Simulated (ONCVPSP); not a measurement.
Transferability test, ONCV potential for Ir

ONCVPSP 4.0.1 input, shortened (lines: element, Z, core and valence counts, functional; n l f; lmax; l rc ep ncon nbas qcut; lloc lpopt rc5 dvloc0; l nproj debl; icmod fcfact rcfact), LDA (Perdew-Zunger), scalar-relativistic:

```
  Ir 77.00   10    4        3      upf
    1    0    2.00
    2    0    2.00
    2    1    6.00
    3    0    2.00
    3    1    6.00
    3    2   10.00
    4    0    2.00
    4    1    6.00
    4    2   10.00
    4    3   14.00
    5    0    2.00
    5    1    6.00
    5    2    7.00
    6    0    2.00
    2
    0    1.85    0.00    3    6    6.50
    1    1.20    0.00    3    7    6.90
    2    2.10    0.00    4    9    7.10
    4    4    1.05    6.00
    0    3    4.00
    1    2    1.10
    2    2    2.10
    3    4.25    1.65
```

In the p channel the program set the typed energies aside and used -2.018, 0.250 Ha.

Energies are relative to the spin-unpolarised reference configuration 5s2 5p6 5d7 6s2; without spin polarisation the order of configurations can differ from experiment.

```tsv
valence configuration	charge	ΔE all-electron (eV)	error AE − PS (meV)
5s2 5p6 5d7 6s0	+2	28.035	-26
5s2 5p6 5d6 6s0	+3	58.877	-36
```

Question: What are ΔE and the potential's error for 5s2 5p5 5d7 6s2?

Answer: ΔE = 61.194 eV all-electron; the error (AE − PS) is -115 meV.

Question: What are ΔE and the potential's error for 5s2 5p6 5d7 6s1?

Answer: ΔE = 10.185 eV all-electron; the error (AE − PS) is -6.3 meV.

Levels in the configuration 5s2 5p6 5d7 6s0:

| level | all-electron (eV) | pseudo (eV) |
| --- | --- | --- |
| 5s | -116.085 | -116.258 |
| 5p | -72.731 | -72.757 |
| 5d | -24.708 | -24.704 |
